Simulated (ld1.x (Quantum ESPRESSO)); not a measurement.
**Varying the ultrasoft potential for tantalum**

Base potential:

Ta (Z = 73), ultrasoft, made with ld1.x (Quantum ESPRESSO) 7.5 (PBE, fully relativistic). Core [Kr] 4d10 4f14, reference 5s2 5p6 5d3 6s1 6p1. Waves: 5s (bound): rcut 1.40, rcutus 1.70 bohr; 6s (bound): rcut 1.40, rcutus 1.70 bohr; 5p (bound): rcut 1.90, rcutus 2.45 bohr; 6p (bound): rcut 1.90, rcutus 2.45 bohr; 5d (bound): rcut 1.90, rcutus 2.15 bohr; 5d channel at 3.5 Ry: rcut 1.90, rcutus 2.15 bohr. Local part: all-electron potential smoothed inside 2.35 bohr (lloc = -2). Core correction: none. Augmentation charge: PSQ, inside the norm-conserving radii.

Open shells are filled in proportion to 2j + 1 (rel_dist='average').

All-electron outer shells of the reference configuration (PBE, scalar-relativistic, ld1.x):

```
shell  level (eV)  outermost node (bohr)  outermost maximum (bohr)
   4d     -223.72                   0.22                      0.46
   5s      -74.53                   0.54                      0.98
   5p      -40.93                   0.58                      1.13
   4f      -26.23                      –                      0.44
   6s       -6.41                   1.32                      2.74
   5d       -4.89                   0.65                      1.56
   6p       -2.10                   1.59                      3.75
```

Cutoffs, loose and tight: the cutoffs (Ry, on a coarse ladder) from which the occupation-weighted sum of valence levels, in a spherical-Bessel basis at the reference potential, stays within 10 and 1 mRy of its value at 400 Ry. They do not see the model core or the augmentation charge, which bear on the density cutoff. Test errors are all-electron minus pseudo excitation energies from the reference, over the configurations 5s2 5p6 5d3 6s2 6p0; 5s2 5p6 5d3 6s1 6p0; 5s2 5p6 5d3 6s0 6p0; 5s2 5p6 5d3 6s1.5 6p0; 5s2 5p6 5d4 6s0 6p0; 5s2 5p6 5d2 6s0 6p0; 5s2 5p6 5d2 6s2 6p0. A dash means not determined; rows that change the core or the reference have their own tests. The largest error is taken over the tests solved by every variant that gives reliable tests at all: 5s2 5p6 5d2 6s0 6p0; 5s2 5p6 5d3 6s0 6p0; 5s2 5p6 5d3 6s1 6p0; 5s2 5p6 5d3 6s1.5 6p0; 5s2 5p6 5d3 6s2 6p0; 5s2 5p6 5d4 6s0 6p0.

```csv
change,outcome,"cutoff, loose","cutoff, tight",bound ghosts,largest test error (meV)
base,generated,25 Ry,40 Ry,none,+65
"augmentation built from norm-conserving waves at rcut, not smoothed further",failed: chargeps: negative rho,–,–,–,–
reference 5s2 5p6 5d3 6s1.5 6p0.5,generated,25 Ry,40 Ry,none,"+65 over the solved tests; test run stopped at test 5 of 7 (negative rho), 1 before it not solved"
scalar-relativistic,failed: chargeps: negative rho,–,–,–,–
core correction a·sin(br)/r model core inside 0.80 bohr,generated,25 Ry,40 Ry,none,-45
local potential all-electron potential smoothed inside 1.80 bohr (lloc = -2),generated,25 Ry,40 Ry,none,+70
"waves 5s (bound): rcut 0.98, rcutus 1.04 bohr; 6s (bound): rcut 0.98, rcutus 1.04 bohr",generated,45 Ry,120 Ry,none,+18
"waves 5d (bound): rcut 1.90, rcutus 2.46 bohr; 5d channel at 3.5 Ry: rcut 1.90, rcutus 2.46 bohr",failed: chargeps: negative rho,–,–,–,–
```
